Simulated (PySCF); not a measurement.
N³⁺ (nitrogen, charge +3): PBE0 calculation

Configuration: [He] 2s2, closed-shell 1S. Computed with PySCF 2.14 in 6-31G* (3s2p1d, 14 functions), with the non-relativistic Hamiltonian (point nucleus).

```json
{
 "Total energy": "-51.1143 hartree",
 "One-electron energy": "-60.2629 hartree",
 "Hartree (Coulomb) energy": "14.3068 hartree",
 "Exchange-correlation energy": "-5.1582 hartree",
 "Kinetic energy": "50.35532 hartree",
 "⟨S²⟩": "0.0000",
 "⟨L²⟩": "0.000",
 "Sum of ⟨r⟩": "2.705 bohr",
 "Sum of ⟨r²⟩": "3.108 bohr²",
 "Density at the nucleus (Gaussians lack the cusp)": "195 bohr⁻³",
 "Langevin diamagnetic susceptibility": "-2.46 ×10⁻⁶ cm³/mol",
 "Time after the integrals": "0.04 s of wall time on 1 thread of Neoverse-V2 (shared host)"
}
```

```
shell  electrons  mean orbital energy (hartree)  rms radius, mean of both spins (bohr)
   1s          2                      -17.00522                                  0.265
   2s          2                       -2.57635                                   1.22
```
